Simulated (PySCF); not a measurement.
SeBr: from constants to spectrum

UHF-CCSD(T) constants of SeBr, ²Π (doublet), unpaired electrons π ↑ (Se x2c-SVPall, Br x2c-SVPall; spin-free X2C with a Gaussian nucleus (PySCF 2.14); masses 79.9165 and 78.9183 u):

```
ωe            : 303.0 cm⁻¹
ωexe          : 0.783 cm⁻¹
Be            : 0.07921 cm⁻¹
αe            : 0.000299 cm⁻¹
De to Se + Br : 1.90 eV
```

Question: What force constant and bond length do these constants imply?

Answer: Reduced mass μred = 39.707 u; k = 5.8918×10⁻⁷·μred·ωe² (u, cm⁻¹, mdyn/Å) = 2.15 mdyn/Å; Re = √(16.8576/(μred·Be)) (u, cm⁻¹, Å) = 2.315 Å.

Question: Estimate the centrifugal constant D from the Kratzer relation and find the Dunham coefficient a1.

Answer: D = 4Be³/ωe² = 2.17e-08 cm⁻¹; a1 = −1 − αeωe/(6Be²) = -3.41.

Correlated steps freeze 18 core orbitals. Correlated levels converge slowly with the basis: in double zeta they bind strong bonds too weakly, by up to about 1 eV, and carry superposition errors of some tenths. Spin–orbit coupling is left out. The state was picked by a PBE0 search and need not be the measured ground state.
